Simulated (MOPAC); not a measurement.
MOPAC input (PM6):

```
PM6 1SCF CHARGE=-1 GEO-OK AUX(PRECISION=9) THREADS=1
F3Sn

Sn   -0.13533936 1   -0.20004737 1   -0.10239354 1
F    -1.15516598 1    1.43207805 1   -0.02636242 1
F     0.45204154 1   -0.53904553 1    1.70030565 1
F     1.45500976 1    0.21834178 1   -1.10509022 1
```

Problem. What heat of formation does the run end on, and which ionisation energy by Koopmans theorem?

Solution. -237.76 kcal/mol; 3.16 eV.
